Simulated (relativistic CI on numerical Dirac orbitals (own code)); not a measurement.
## Yb I: what numerical and physical settings do to a radial Dirac CI calculation

Reference input:

```
atom Yb  Z=70  charge=0  electrons=70
nucleus A=174  rms_radius_fm=5.3108
hamiltonian dirac-coulomb  breit=on  qed=on  c_scale=1
orbitals kli  potential=per-configuration
slater_scale 1
correlation none
mixing on
grid step=0.0125 r_max=259.4
scf mixing=0.4 start=green max_iterations=150 tolerance=2e-08 node_fill=0.05
configurations
  [Xe] 4f14 6s2
  [Xe] 4f13 5d 6s2
  [Xe] 4f14 6s 6p
  [Xe] 4f13 6s2 6p
  [Xe] 4f14 6p2
end
```

Computed lowest total energy -14043.89787 Ha, first excitation 1480.2 cm⁻¹, 86 SCF steps. Runs with settings changed; * marks those that are bad on purpose:

```csv
Changed,Outcome,Lowest level,ΔE (Ha),First excitation (cm⁻¹),SCF steps,Message
Slater scale 0.6,converged,4f13.6s2.5d 3P°_2,0.0102,1492.5,86,
QED terms off,converged,4f13.6s2.5d 3P°_2,-9.55,1635.7,86,
end of the grid at 389.1 bohr,converged,4f13.6s2.5d 3P°_2,-7.28e-12,1480.2,86,
"start potential bare, grid step 0.008, SCF mixing 0.7",converged,4f13.6s2.5d 3P°_2,-0.000119,1480.1,279,
node fill of the KLI weights 5 *,not converged,,,,85,SCF of 1s2 2s2 2p6 3s2 3p6 3d10 4s2 4p6 4d10 4f14 5s2 5p6 6s2 did not converge
SCF mixing 2.5 *,not converged,,,,96,SCF of 1s2 2s2 2p6 3s2 3p6 3d10 4s2 4p6 4d10 4f14 5s2 5p6 6s2 did not converge
```

With so few configurations and no correlation the model can put configurations in the wrong order; the tabulated ground configuration is [Xe] 4f14 6s2.
